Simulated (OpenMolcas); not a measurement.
## Er2+: effect of the basis set

```json
{"Program": "OpenMolcas", "Method": "SS-CASPT2, IPEA 0.25 Eh, imaginary shift 0.1 Eh (closed shells correlated: 5s 5p)", "Active space": "12 electrons in 7 orbitals (4f)", "State averaging": "2S+1 = 3 even, 21 roots; 2S+1 = 1 even, 28 roots (27 in the spin-orbit step)", "Spin-orbit coupling": "state interaction with AMFI integrals over the reference wave functions, term energies averaged over their components"}
```

A. ANO-R1 [7s5p3d2f], X2C, finite nucleus; CASPT2 step of the order of 20 core-seconds
B. ANO-RCC-VDZP [7s6p4d2f1g], DKH2, point nucleus; CASPT2 step of the order of 17 core-seconds
C. ANO-R2 [9s6p4d3f1g], X2C, finite nucleus; CASPT2 step of the order of 21 core-seconds
D. ANO-RCC-VTZP [8s7p5d3f2g1h], DKH2, point nucleus; CASPT2 step of the order of 30 core-seconds
E. ANO-RCC-VQZP [9s8p6d4f3g2h], DKH2, point nucleus; CASPT2 step about 90 core-seconds
F. ANO-R3 [10s8p5d5f3g2h], X2C, finite nucleus; CASPT2 step roughly 80 core-seconds

Energies in cm⁻¹ above 4f¹² ³H₆, the measured ground level; measured values from Martin, Zalubas and Hagan, Atomic Energy Levels: The Rare-Earth Elements, NSRDS-NBS 60 (1978); the list in Deprince et al., Eur. Phys. J. D 78, 105 (2024).

```tsv
Level	A	B	C	D	E	F	Measured
4f¹² ³H₆	0.0	0.0	0.0	0.0	0.0	0.0	0.0
4f¹² ³F₄ [60 %]	5730	5410	5290	5040	4960	4890	5082
4f¹² ³H₅	7050	7060	7090	7090	7100	7100	6970
4f¹² ³H₄ [61 %]	11190	11060	11050	10940	10910	10890	10785
4f¹² ³F₃	13340	12960	12890	12500	12440	12290	12473
4f¹² ³F₂	14570	14110	13960	13480	13390	13210	13220
4f¹² ¹G₄ [59 %]	19010	18810	18730	18680	18580	18630	18384
4f¹² ¹D₂ [53 %]	29060	28170	27690	26710	26510	26150	
4f¹² ¹I₆	35750	35730	34950	34100	33700	33480	
4f¹² ³P₁	38370	37310	36780	35410	35170	34660	
4f¹² ³P₂ [67 %]	39070	38060	37550	36330	36110	35650	
4f¹² ³P₀	39510	38450	37930	36550	36320	35800
```

Deviations, from unrounded energies. A percentage is the sum of absolute deviations over the sum of measured energies, with the sign that they share, or ± where signs differ.

```tsv
Against measurement	Levels	A	B	C	D	E	F
mean absolute deviation (cm-1)	6	660	420	350	150	130	140
fine structure of the ground term (%)	2	+2.7	+2.1	+2.2	+1.6	+1.4	+1.3
other terms of the ground configuration (%)	4	+7.1	+4.4	+3.5	±1.3	±1.1	±1.3
```

E lies closest to measurement on these levels and A furthest from it. The largest miss of E in the table is 4f¹² ¹G₄ [59 %], by +190 cm-1. The ranking rests on the paired levels alone, and a cruder setting can come out closer through cancelling errors.

The two smallest mean deviations differ by little beside CASPT2's spread within terms, so their order carries little weight.

Among A to F the level of the table that moves most is 4f¹² ³P₁, by 3700 cm-1 (lowest in F, highest in A). Moves below CASPT2's spread within the term are not significant.

Term energies are means over components that CASPT2 splits; among the terms shown or strongly mixed into the levels shown the widest spread is 1600 cm-1 (4f¹² ¹I, B). Some high roots are left out of the spin-orbit mixing, which shifts the levels that they would mix with. The CASPT2 spread within a term exceeds the gap to the next term for 4f¹² ¹I and 4f¹² ³P, so the order of their levels is uncertain (holds for B; C; D; E; F). Computed and measured levels are paired by configuration, term and J; levels that our copy of the source lacks, or whose pairing is in doubt (as where it misses far off the trend of its configuration), stay unpaired and out of the deviations. Levels of configurations outside the active space are missing.

A share in square brackets marks a mixed level and gives the weight of the term that names it, the lowest over the columns.
